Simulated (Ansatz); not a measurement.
`[SeH][SiH2][TeH]` + `[CH3][AlH][CH]=N` → `[CH3][AlH][C](=N)[SeH]` + `[SiH3][TeH]`  (formal exchange of groups at the Se–Si bond)

Calculated with Ansatz (gas phase, PBE0-D4/def2-TZVP geometries, no zero-point term in ΔE). CBS: MP2 limit from def2 TZ/QZ plus the TZ coupled-cluster correction, frozen cores. DFT in def2-TZVPP. B3LYP here is the variant with VWN-RPA as its local correlation; programs differ in this. def2 core potentials past Kr. For Se, Te outer-core shells are correlated without core-valence functions, which leaves a few kJ/mol of doubt a bond. Scalar relativity is left out up to krypton. Each species was taken in one conformer, which may not be the lowest.

Task: Is it downhill or uphill in electronic energy at CCSD(T)/CBS, and by how much? (An estimate is asked.)

Result: Computed: Uphill: ΔE = +16.1 kcal/mol.

Task: What do these levels give: r2SCAN-D4, B3LYP-D4, B2PLYP, PBE, r2SCAN, SCS-MP2/def2-TZVPP, CCSD/def2-TZVPP, CCSD(T)/def2-TZVPP, HF/def2-QZVPP, MP2/def2-QZVPP, SCS-MP2/def2-QZVPP, HF/CBS(def2)? (Best estimate.)

Result: The calculation gave: r2SCAN-D4 12.9, B3LYP-D4 13.9, B2PLYP 14.5, PBE 12.7, r2SCAN 13.0, SCS-MP2/def2-TZVPP 15.1, CCSD/def2-TZVPP 15.9, CCSD(T)/def2-TZVPP 14.8, HF/def2-QZVPP 18.9, MP2/def2-QZVPP 15.7, SCS-MP2/def2-QZVPP 15.9, HF/CBS(def2) 18.9 kcal/mol.

Largest T1 diagnostic among the species: 0.012.

In def2-TZVPP, CCSD(T) changes the Hartree–Fock value by −4.2 kcal/mol (the triples alone add −1.1 kcal/mol) and MP2 by −4.0 kcal/mol. From PBE to PBE0 (25 % exact exchange), in def2-TZVPP and without D4, ΔE moves by +2.6 kcal/mol.
